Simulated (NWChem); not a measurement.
System meant: CH4AlBrO; SMILES [OH][Al]([Br])[CH3]

Here is an NWChem input.

```
start job
memory heap 200 mb stack 900 mb global 1100 mb
geometry units angstroms noautoz
  Al     0.005223    -0.970519     0.044987
  Br    -0.074448     1.252222     0.491330
  C      1.678700    -1.938348     0.014385
  H      1.516043    -3.002047    -0.216587
  H      2.193397    -1.868145     0.986214
  H      2.363244    -1.519313    -0.740690
  O     -1.454449    -1.780069    -0.266491
  H     -2.329000    -1.387441    -0.273825
end
basis spherical
  Al library def2-svp
  Br library def2-svp
  C library def2-svp
  H library def2-svp
  O library def2-svp
end
dft
  xc pbe0
  iterations 4
  mulliken
end
task dft energy
```

End of the output:

```
    Atom       Charge   Shell Charges
 -----------   ------   -------------------------------------------------------
    1 Al  13    12.58   2.00  1.93  0.55  0.21  5.81  0.94  0.65  0.49
    2 Br  35    35.11   2.00  2.00  1.96  1.12  0.73  5.99  5.81  2.47  3.02  7.84  2.03  0.14
    3 C    6     6.32   1.96  0.58  0.35  1.88  1.51  0.04
    4 H    1     0.95   0.62  0.26  0.07
    5 H    1     0.95   0.62  0.26  0.07
    6 H    1     0.95   0.62  0.26  0.07
    7 O    8     8.23   1.97  0.87  0.60  2.71  2.08  0.01
    8 H    1     0.91   0.55  0.17  0.19

 center of mass
 --------------
 x =  -0.04213900 y =   0.27219644 z =   0.00000880

 moments of inertia (a.u.)
 ------------------
         980.769464164186          -0.000000000000          -0.000000000000
          -0.000000000000         313.275874796405          -0.000000000000
          -0.000000000000          -0.000000000000        1282.770622810816

     Multipole analysis of the density
     ---------------------------------

     L   x y z        total         alpha         beta         nuclear
     -   - - -        -----         -----         ----         -------
     0   0 0 0     -0.000000    -33.000000    -33.000000     66.000000

     1   1 0 0     -0.081231     -0.040615     -0.040615      0.000000
     1   0 1 0     -0.298889     -0.149445     -0.149445     -0.000000
     1   0 0 1     -0.000131     -0.000065     -0.000065      0.000000

     2   2 0 0    -29.609544   -106.963981   -106.963981    184.318418
     2   1 1 0     -1.480388      7.745389      7.745389    -16.971166
     2   1 0 1      0.000224      0.000251      0.000251     -0.000278
     2   0 2 0    -35.341631   -263.500544   -263.500544    491.659457
     2   0 1 1      0.000440     -0.000782     -0.000782      0.002005
     2   0 0 2    -30.286918    -17.940253    -17.940253      5.593588

 ------------------------------------------------------------------------
 dft energy failed                                                                                  0
 ------------------------------------------------------------------------
 ------------------------------------------------------------------------
  current input line :
    25: task dft energy
 ------------------------------------------------------------------------
 ------------------------------------------------------------------------
 This type of error is most commonly associated with calculations not reaching convergence criteria
 ------------------------------------------------------------------------
 For more information see the NWChem manual at https://nwchemgit.github.io

0:dft energy failed:Received an Error in Communication
```

Find the fault in this run and fix the input.

Convergence was not reached. Cause: the SCF was allowed too few iterations. This input runs:
```
start job
memory heap 200 mb stack 900 mb global 1100 mb
geometry units angstroms noautoz
  Al     0.005223    -0.970519     0.044987
  Br    -0.074448     1.252222     0.491330
  C      1.678700    -1.938348     0.014385
  H      1.516043    -3.002047    -0.216587
  H      2.193397    -1.868145     0.986214
  H      2.363244    -1.519313    -0.740690
  O     -1.454449    -1.780069    -0.266491
  H     -2.329000    -1.387441    -0.273825
end
basis spherical
  Al library def2-svp
  Br library def2-svp
  C library def2-svp
  H library def2-svp
  O library def2-svp
end
dft
  xc pbe0
  iterations 150
  mulliken
end
task dft energy
```
It converges to -2931.44011 Ha (PBE0/def2-SVP).
